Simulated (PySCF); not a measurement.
# Gas-phase XPS of dimethylsilanol, computed

Compound: dimethylsilanol, C2H8OSi.
Cartesian coordinates in Å at the PBE0-D3(BJ)/def2-SVP level; atoms count from 1:
```xyz
12
C2H8OSi angstrom
C     -1.5587    0.0160   -0.2077
Si     0.2209    0.4829    0.1556
C      1.3452   -0.9998    0.0310
O      0.8004    1.5878   -0.9633
H     -1.6471   -0.4234   -1.2139
H     -1.9221   -0.7253    0.5224
H     -2.2303    0.8878   -0.1566
H      0.2844    1.0773    1.5335
H      1.0603   -1.7735    0.7611
H      2.3914   -0.7168    0.2219
H      1.2877   -1.4400   -0.9767
H      0.3658    2.4446   -0.9811
```

Method used: delta-SCF UKS SCAN, pcX-2 on the ionised atom, pcseg-1 elsewhere, spin-free X2C (PySCF 2.14.0). Each binding energy is the total energy of the core-ionised species, with the hole localised on one atom, minus that of the ground state; both are solved self-consistently, so orbital relaxation is included.

Question: List the computed XPS lines with their assignment.

Answer: 
| atom(s) | bonded to | level | binding energy (eV) | 2p1/2 (eV) | count |
| --- | --- | --- | --- | --- | --- |
| C1/C3 | 3 H and Si | C 1s | 290.15 | – | 2 |
| Si2 | O, 2 C and H | Si 2p3/2 | 106.84 | 107.46 | 1 |
| Si2 | O, 2 C and H | Si 1s | 1846.75 | – | 1 |
| O4 | H and Si | O 1s | 538.24 | – | 1 |

Question: Which photon energy gives electrons from O 1s of O4 a kinetic energy of 200 eV, and what is their de Broglie wavelength?

Answer: hν = 538.24 + 200 = 738.24 eV, recoil neglected; λ = 12.264 Å/√(E/eV) = 0.87 Å.

Question: Which photon wavelength matches the O 1s of O4 threshold?

Answer: λ = hc/E = 12398.42 eV Å / 538.24 eV = 23.035 Å.

One atom of each set of topologically equivalent atoms was ionised and stands for the set; in this conformer not all members are related by symmetry, and their own values weren't computed. Spin–orbit coupling isn't in the SCF: each 2p doublet comes from a relaxed spin-free hole plus a matrix of the shell (mean-field spin–orbit coupling and the ground-state 2p splitting), with 2p3/2 averaged over its two sublevels. 2p1/2 minus 2p3/2 (ligand field included): Si 0.62 eV. The structure is a single PBE0-D3(BJ)/def2-SVP conformer in the gas phase; no vibrational or solvent corrections.

The run took 19 s on one thread, Arm Neoverse V1, on a shared host.
